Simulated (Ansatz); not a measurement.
Gas-phase electronic energies from Ansatz, PBE0-D4/def2-TZVP geometries. CBS: MP2 limit from def2 TZ/QZ plus the TZ coupled-cluster correction, frozen cores. Functionals use def2-TZVPP. def2 core potentials past Kr. For Sn outer-core shells are correlated without core-valence functions, which leaves a few kJ/mol of doubt a bond. Each species was taken in one conformer, which may not be the lowest.

`[CH3][SnH2][SiH2]Cl` + `O[SiH2]F` → `F[SiH2]O[SiH2]Cl` + `[CH3][SnH3]`  (cleavage of the Si–Sn bond)

```
             level  ΔE (kJ/mol)  difference from CCSD(T)/CBS
         r2SCAN-D4        -91.9                         -0.7
           PBE0-D4        -80.6                         10.6
               PBE        -72.6                         18.6
            r2SCAN        -92.0                         -0.8
              PBE0        -80.9                         10.3
     HF/def2-TZVPP       -121.7                        -30.5
SCS-MP2/def2-TZVPP       -102.9                        -11.7
SCS-MP2/def2-QZVPP       -100.6                         -9.4
      HF/CBS(def2)       -124.6                        -33.4
     MP2/CBS(def2)        -91.1                          0.1
       CCSD(T)/CBS        -91.2                            0
```

Largest T1 diagnostic among the species: 0.012.

In def2-TZVPP, CCSD(T) changes the Hartree–Fock value by +24.5 kJ/mol (the triples alone add +3.4 kJ/mol) and MP2 by +24.6 kJ/mol. From PBE to PBE0 (25 % exact exchange), in def2-TZVPP and without D4, ΔE moves by −8.2 kJ/mol.
